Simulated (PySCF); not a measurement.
## Nonlinear optical response: SMILES FB(C1=NC=C(C)C=C1)F, C6H6BF2N

Molfile (atoms numbered from 1):
```
C6H6BF2N
     RDKit          3D

 16 16  0  0  0  0  0  0  0  0999 V2000
   -2.6488   -0.1332    0.2069 C   0  0  0  0  0  0  0  0  0  0  0  0
   -1.1561   -0.0552    0.1228 C   0  0  0  0  0  0  0  0  0  0  0  0
   -0.4110   -0.8799   -0.7203 C   0  0  0  0  0  0  0  0  0  0  0  0
    0.9725   -0.7353   -0.7684 C   0  0  0  0  0  0  0  0  0  0  0  0
    1.5872    0.2367    0.0298 C   0  0  0  0  0  0  0  0  0  0  0  0
    3.1342    0.4380    0.0012 B   0  0  0  0  0  0  0  0  0  0  0  0
    3.7406    1.3561    0.7189 F   0  0  0  0  0  0  0  0  0  0  0  0
    3.8922   -0.3300   -0.7668 F   0  0  0  0  0  0  0  0  0  0  0  0
    0.8741    1.0307    0.8488 N   0  0  0  0  0  0  0  0  0  0  0  0
   -0.4380    0.8815    0.8886 C   0  0  0  0  0  0  0  0  0  0  0  0
   -2.9993   -0.0073    1.2420 H   0  0  0  0  0  0  0  0  0  0  0  0
   -3.1150    0.6665   -0.3924 H   0  0  0  0  0  0  0  0  0  0  0  0
   -3.0254   -1.0935   -0.1721 H   0  0  0  0  0  0  0  0  0  0  0  0
   -0.9131   -1.6328   -1.3347 H   0  0  0  0  0  0  0  0  0  0  0  0
    1.5796   -1.3693   -1.4186 H   0  0  0  0  0  0  0  0  0  0  0  0
   -0.9835    1.5426    1.5749 H   0  0  0  0  0  0  0  0  0  0  0  0
  1  2  1  0
  2  3  2  0
  3  4  1  0
  4  5  2  0
  5  6  1  0
  6  7  1  0
  6  8  1  0
  5  9  1  0
  9 10  2  0
 10  2  1  0
  1 11  1  0
  1 12  1  0
  1 13  1  0
  3 14  1  0
  4 15  1  0
 10 16  1  0
M  END
```

Method: quadratic response CAM-B3LYP/aug-cc-pVDZ first hyperpolarisability, Taylor convention, gas phase in PySCF. Geometry: PBE0-D3(BJ)/def2-SVP.

Problem. Give β for the processes computed.

Solution. In au, Taylor convention; the vector part is βᵢ = ⅓ Σⱼ (βᵢⱼⱼ + βⱼᵢⱼ + βⱼⱼᵢ); β∥ is 3/5 of the vector part along the dipole, the dipole points from − to +:
| process | λ (nm) | β vector norm | β∥ | β HRS | depolarisation ratio |
| --- | --- | --- | --- | --- | --- |
| static β(0;0,0) | ∞ | 219.0 | 110.2 | 109.0 | 3.19 |
| second harmonic β(−2ω;ω,ω) | 1907 | 242.1 | 122.5 | 118.6 | 3.30 |
| Pockels β(−ω;ω,0) | 1907 | 226.4 | 114.1 | – | – |
| second harmonic β(−2ω;ω,ω) | 1064 | 305.2 | 155.9 | 144.9 | 3.53 |
| Pockels β(−ω;ω,0) | 1064 | 243.9 | 123.4 | – | – |

Problem. Which lowest excitations, dipole and polarisabilities go with it?

Solution. S1 4.45 eV (f = 0.003); S2 5.09 eV (f = 0.002); S3 5.26 eV (f = 0.101); dipole 4.34 D; isotropic α 91.0 au static, 91.4 au at 1907 nm, 92.1 au at 1064 nm, 92.4 au at 953.5 nm, 95.9 au at 532 nm.
